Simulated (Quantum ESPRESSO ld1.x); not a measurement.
Problem. The mean radii <r> (bohr) of the occupied orbitals of an atom or ion are listed with their occupations. Calculated with ld1.x of Quantum ESPRESSO 7.5: non-relativistic Kohn-Sham, LDA (Slater exchange, VWN5 correlation), spin-polarised, spherical densities, point nucleus.

| orbital | occ. | <r> |
|---|---|---|
| 1s up | 1 | 0.02926 |
| 1s down | 1 | 0.02926 |
| 2s up | 1 | 0.1261 |
| 2s down | 1 | 0.1261 |
| 2p up | 3 | 0.1074 |
| 2p down | 3 | 0.1074 |
| 3s up | 1 | 0.3359 |
| 3s down | 1 | 0.3358 |
| 3p up | 3 | 0.3262 |
| 3p down | 3 | 0.3261 |
| 3d up | 5 | 0.2965 |
| 3d down | 5 | 0.2964 |
| 4s up | 1 | 0.7744 |
| 4s down | 1 | 0.7748 |
| 4p up | 3 | 0.8031 |
| 4p down | 3 | 0.8039 |
| 4d up | 5 | 0.8763 |
| 4d down | 2 | 0.8791 |

Name the element and its charge. Open shells, if any, are filled with parallel spins first.

Solution. Z = 52, tellurium, charge +9: Te9+ in [Kr] 4d7. The 1s radius gives Z: for a bare nucleus <r> = 1.5/Z, 0.02885 bohr for Z = 52, and screening makes it slightly larger (0.02926 here). The occupations add up to 43, and the charge is Z minus that.
